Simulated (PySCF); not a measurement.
PySCF job for Bi(TeH)3 (BiH₃Te₃), SMILES [TeH][Bi]([TeH])[TeH], TDDFT-PBE/def2-SVPD. Coordinates come from a B3LYP-D3(BJ)/def2-SVP optimisation. The structure was generated by enumeration; whether it is a known compound was not checked. The def2 effective core potentials stand for the cores of Bi, Te; spin–orbit coupling is left out.

```python
import numpy as np
from pyscf import gto, scf, dft, tdscf

mol = gto.M(
    atom='''
    Bi   -0.00000000   -0.00000000    1.01444857
    Te   -1.93249626   -1.49127552   -0.54785146
    H    -1.76849570   -2.85016864    0.42186526
    Te   -0.32523436    2.41922862   -0.54785146
    H    -1.58407059    2.95664652    0.42186526
    Te    2.25773062   -0.92795309   -0.54785146
    H     3.35256630   -0.10647789    0.42186526
    ''',
    basis='def2-SVPD',
    ecp={'Bi': 'def2-svp', 'Te': 'def2-svp'},
    charge=0,
    spin=0,
    symmetry=True,
    max_memory=1600,
    verbose=4,
)
mf = dft.RKS(mol, xc='pbe').density_fit(auxbasis='def2-universal-jkfit')
mf.grids.level = 3
mf.conv_tol = 1e-9
mf.max_cycle = 100
mf.kernel()
mf.grids = dft.Grids(mol).set(level=1).build(with_non0tab=True)  # coarser grid for the response kernel
td = tdscf.TDDFT(mf)
td.singlet = True
td.nstates = 10
td.conv_tol = 1e-4
td.positive_eig_threshold = 1e-6
td.kernel(x0=td.get_init_guess(mf, 15))
td.analyze()
tt = tdscf.TDA(mf)
tt.singlet = False
tt.nstates = 4
tt.conv_tol = 1e-4
tt.positive_eig_threshold = 1e-6
tt.kernel(x0=tt.get_init_guess(mf, 9))
tt.analyze(verbose=3)
```

Log of the run:

```
PySCF version 2.14.0

[INPUT] verbose = 4
[INPUT] num. atoms = 7
[INPUT] num. electrons = 98
[INPUT] charge = 0
[INPUT] spin (= nelec alpha-beta = 2S) = 0
[INPUT] symmetry True subgroup None
[INPUT] Mole.unit = angstrom
[INPUT] Symbol           X                Y                Z      unit          X                Y                Z       unit  Magmom
[INPUT]  1 Bi     0.000000000000   0.000000000000   1.014448570000 AA    0.000000000000   0.000000000000   1.917029964757 Bohr   0.0
[INPUT]  2 Te    -1.932496260000  -1.491275520000  -0.547851460000 AA   -3.651888668146  -2.818102309068  -1.035289216343 Bohr   0.0
[INPUT]  3 H     -1.768495700000  -2.850168640000   0.421865260000 AA   -3.341972525471  -5.386038138424   0.797209802868 Bohr   0.0
[INPUT]  4 Te    -0.325234360000   2.419228620000  -0.547851460000 AA   -0.614603866698   4.571679524509  -1.035289216343 Bohr   0.0
[INPUT]  5 H     -1.584070590000   2.956646520000   0.421865260000 AA   -2.993459577078   5.587252169948   0.797209802868 Bohr   0.0
[INPUT]  6 Te     2.257730620000  -0.927953090000  -0.547851460000 AA    4.266492534844  -1.753577196544  -1.035289216343 Bohr   0.0
[INPUT]  7 H      3.352566300000  -0.106477890000   0.421865260000 AA    6.335432121446  -0.201214050422   0.797209802868 Bohr   0.0

nuclear repulsion = 567.570669618685
point group symmetry = C3, use subgroup C1
symmetry origin: [ 7.80877365e-11  3.98248060e-09 -5.23188618e-09]
symmetry axis x: [-6.02568692e-01 -7.98067022e-01  6.54067465e-10]
symmetry axis y: [ 7.98067022e-01 -6.02568692e-01  5.08996305e-10]
symmetry axis z: [-1.20925873e-11  8.28694915e-10  1.00000000e+00]
num. orbitals of irrep A = 161
number of shells = 63
number of NR pGTOs = 307
number of NR cGTOs = 161
basis = def2-SVPD
ecp = {'Bi': 'def2-svp', 'Te': 'def2-svp'}


******** <class 'pyscf.df.df_jk.DFRKS'> ********
method = DFRKS
initial guess = minao
damping factor = 0
level_shift factor = 0
DIIS = <class 'pyscf.scf.diis.CDIIS'>
diis_start_cycle = 1
diis_space = 8
diis_damp = 0
SCF conv_tol = 1e-09
SCF conv_tol_grad = None
SCF max_cycles = 100
direct_scf = False
XC library pyscf.dft.libxc version 7.1.2
    S. Lehtola, C. Steigemann, M. J. T. Oliveira, and M. A. L. Marques,  SoftwareX 7, 1–5 (2018)
XC functionals = pbe
    J. P. Perdew, K. Burke, and M. Ernzerhof,  Phys. Rev. Lett. 77, 3865 (1996)
    J. P. Perdew, K. Burke, and M. Ernzerhof,  Phys. Rev. Lett. 78, 1396 (1997)
    J. P. Perdew, K. Burke, and M. Ernzerhof,  Phys. Rev. Lett. 77, 3865 (1996)
    J. P. Perdew, K. Burke, and M. Ernzerhof,  Phys. Rev. Lett. 78, 1396 (1997)
radial grids:
    Treutler-Ahlrichs [JCP 102, 346 (1995); DOI:10.1063/1.469408] (M4) radial grids

becke partition: Becke, JCP 88, 2547 (1988); DOI:10.1063/1.454033
pruning grids: <function nwchem_prune>
grids dens level: 3
symmetrized grids: True
atomic radii adjust function: <function treutler_atomic_radii_adjust>
small_rho_cutoff = 0
Set gradient conv threshold to 3.16228e-05
Initial guess from minao.
tot grids = 118744
init E= -908.364331010488
  HOMO = -1.72241471018445  LUMO = -1.63887176325513  gap/eV = 2.27332
cycle= 1 E= -1015.07914653  delta_E= -107  |g|= 5.23  |ddm|= 23.3
  HOMO = 0.0408533010839731  LUMO = 0.061162643486129  gap/eV = 0.55265
cycle= 2 E= -1005.73408907279  delta_E= 9.35  |g|= 6.22  |ddm|= 28.5
  HOMO = -0.51334102827979  LUMO = -0.43622339310576  gap/eV = 2.09848
cycle= 3 E= -1019.41821207871  delta_E= -13.7  |g|=  1.6  |ddm|= 22.4
  HOMO = -0.230151326140843  LUMO = -0.0855856599452524  gap/eV = 3.93383
cycle= 4 E= -1019.82477353362  delta_E= -0.407  |g|=  1.3  |ddm|= 4.55
  HOMO = -0.17518962566404  LUMO = -0.111838820452938  gap/eV = 1.72386
cycle= 5 E= -1020.37727085019  delta_E= -0.552  |g|= 0.676  |ddm|= 2.66
  HOMO = -0.194127110140026  LUMO = -0.0944022756204763  gap/eV = 2.71365
cycle= 6 E= -1020.54459582021  delta_E= -0.167  |g|= 0.266  |ddm|=  1.4
  HOMO = -0.198575528000135  LUMO = -0.111715266176541  gap/eV = 2.36359
cycle= 7 E= -1020.5759820923  delta_E= -0.0314  |g|= 0.0543  |ddm|= 0.492
  HOMO = -0.196885258181195  LUMO = -0.10944851993223  gap/eV = 2.37927
cycle= 8 E= -1020.57721899952  delta_E= -0.00124  |g|= 0.0119  |ddm|= 0.0944
  HOMO = -0.196966696395379  LUMO = -0.109085296211457  gap/eV = 2.39137
cycle= 9 E= -1020.57728056628  delta_E= -6.16e-05  |g|= 0.00204  |ddm|= 0.0268
  HOMO = -0.196920809425908  LUMO = -0.109004822740318  gap/eV = 2.39232
cycle= 10 E= -1020.57728240454  delta_E= -1.84e-06  |g|= 0.000307  |ddm|= 0.0038
  HOMO = -0.196907457605332  LUMO = -0.108996898123128  gap/eV = 2.39217
cycle= 11 E= -1020.57728244413  delta_E= -3.96e-08  |g|= 8.73e-05  |ddm|= 0.000727
  HOMO = -0.196910802396447  LUMO = -0.108996773399673  gap/eV = 2.39226
cycle= 12 E= -1020.57728244713  delta_E= -2.99e-09  |g|= 2.94e-05  |ddm|= 0.000183
  HOMO = -0.196911913862883  LUMO = -0.10899717624042  gap/eV = 2.39228
cycle= 13 E= -1020.57728244737  delta_E= -2.46e-10  |g|= 1.92e-05  |ddm|= 8.1e-05
  HOMO = -0.196911588545875  LUMO = -0.108997096334433  gap/eV = 2.39228
Extra cycle  E= -1020.57728244655  delta_E= 8.29e-10  |g|= 4.47e-05  |ddm|= 0.00013
converged SCF energy = -1020.57728244655
tot grids = 40256
Overwritten attributes  positive_eig_threshold  of <class 'pyscf.tdscf.rks.CasidaTDDFT'>


******** <class 'pyscf.tdscf.rks.CasidaTDDFT'> for <class 'pyscf.df.df_jk.DFRKS'> ********
nstates = 10 singlet
deg_eia_thresh = 1.000e-03
wfnsym = None
conv_tol = 0.0001
eigh lindep = 1e-12
eigh level_shift = 0
eigh max_cycle = 100


Excitation energies (eV)
[2.47206464 2.62275621 2.62290166 2.82015337 2.82541428 2.82548462
 2.92160088 2.9626063  2.96270913 4.07222843]

** Singlet excitation energies and oscillator strengths **
Excited State   1:    A      2.47206 eV    501.54 nm  f=0.0002
      49 -> 50        0.69467
Excited State   2:    A      2.62276 eV    472.72 nm  f=0.0013
      47 -> 52        0.14359
      48 -> 50       -0.58518
      48 -> 51       -0.14357
      49 -> 51        0.31537
Excited State   3:    A      2.62290 eV    472.70 nm  f=0.0013
      47 -> 50        0.58519
      47 -> 51       -0.14368
      48 -> 52       -0.14383
      49 -> 52       -0.31521
Excited State   4:    A      2.82015 eV    439.64 nm  f=0.0000
      47 -> 52        0.49648
      48 -> 51        0.49643
Excited State   5:    A      2.82541 eV    438.82 nm  f=0.0147
      47 -> 51       -0.16521
      48 -> 50        0.33936
      48 -> 52       -0.16614
      49 -> 51        0.43077
      49 -> 52        0.35946
Excited State   6:    A      2.82548 eV    438.81 nm  f=0.0147
      47 -> 50        0.33930
      47 -> 52        0.16309
      48 -> 51       -0.16850
      49 -> 51       -0.35939
      49 -> 52        0.43080
Excited State   7:    A      2.92160 eV    424.37 nm  f=0.0047
      47 -> 51       -0.49177
      48 -> 52        0.49227
      49 -> 50        0.11546
Excited State   8:    A      2.96261 eV    418.50 nm  f=0.0217
      47 -> 51        0.36510
      47 -> 52        0.24083
      48 -> 50        0.15127
      48 -> 51       -0.24033
      48 -> 52        0.36427
      49 -> 51        0.20451
      49 -> 52       -0.16899
Excited State   9:    A      2.96271 eV    418.48 nm  f=0.0217
      47 -> 50       -0.15131
      47 -> 51       -0.24060
      47 -> 52        0.36488
      48 -> 51       -0.36458
      48 -> 52       -0.24064
      49 -> 51       -0.16875
      49 -> 52       -0.20444
Excited State  10:    A      4.07223 eV    304.46 nm  f=0.0141
      49 -> 53        0.68746

** Transition electric dipole moments (AU) **
state          X           Y           Z        Dip. S.      Osc.
  1        -0.0002      0.0001     -0.0591      0.0035      0.0002
  2        -0.1308      0.0603      0.0001      0.0207      0.0013
  3        -0.0603     -0.1309     -0.0000      0.0208      0.0013
  4        -0.0029      0.0042      0.0102      0.0001      0.0000
  5         0.0197     -0.4601      0.0002      0.2121      0.0147
  6        -0.4601     -0.0194      0.0000      0.2121      0.0147
  7         0.0000     -0.0005     -0.2572      0.0661      0.0047
  8         0.2661     -0.4780      0.0002      0.2993      0.0217
  9         0.4781      0.2663     -0.0000      0.2995      0.0217
 10         0.0001     -0.0004      0.3763      0.1416      0.0141

WARN: ECP detected. Skipping calculation of transition velocity and magnetic dipole moments, which have not yet been implemented.

Overwritten attributes  positive_eig_threshold  of <class 'pyscf.tdscf.rks.TDA'>


******** <class 'pyscf.tdscf.rks.TDA'> for <class 'pyscf.df.df_jk.DFRKS'> ********
nstates = 4 triplet
deg_eia_thresh = 1.000e-03
wfnsym = None
conv_tol = 0.0001
eigh lindep = 1e-12
eigh level_shift = 0
eigh max_cycle = 100


Excitation energies (eV)
[2.28378447 2.40782774 2.40796337 2.53365027]

** Triplet excitation energies and oscillator strengths **
Excited State   1:    A      2.28378 eV    542.89 nm  f=0.0000
Excited State   2:    A      2.40783 eV    514.92 nm  f=0.0000
Excited State   3:    A      2.40796 eV    514.89 nm  f=0.0000
Excited State   4:    A      2.53365 eV    489.35 nm  f=0.0000
```

The run crashed.
